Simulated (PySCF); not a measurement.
## Ionisation energy of I⁺ by level of theory

I⁺ [Kr] 4d10 5s2 5p4 (3P) → I²⁺ [Kr] 4d10 5s2 5p3 (4S), as a difference of total energies. Calculation: PySCF 2.14, in dyall-av2z (22s16p12d, 130 functions); no relativity, point nucleus. Correlated levels: valence: [Kr] 4d10 frozen; virtual orbitals above 40 to 60 times the deepest correlated orbital energy dropped. The calculations carry no spin-orbit coupling.

```tsv
method	ionisation energy (eV)	difference from reference (eV)
UHF	17.595	-1.155
LDA	18.980	+0.230
PBE	18.657	-0.093
PBE0	18.671	-0.079
r2SCAN	18.685	-0.065
revPBE	18.563	-0.187
PW91	18.728	-0.022
wB97X	18.883	+0.133
MP2 (valence)	17.975	-0.775
SCS-MP2 (valence)	17.994	-0.756
```

Reference: 18.750 eV (measured; NIST levels, between the centres of gravity of the two terms).

These non-relativistic numbers lack the scalar-relativistic shift.
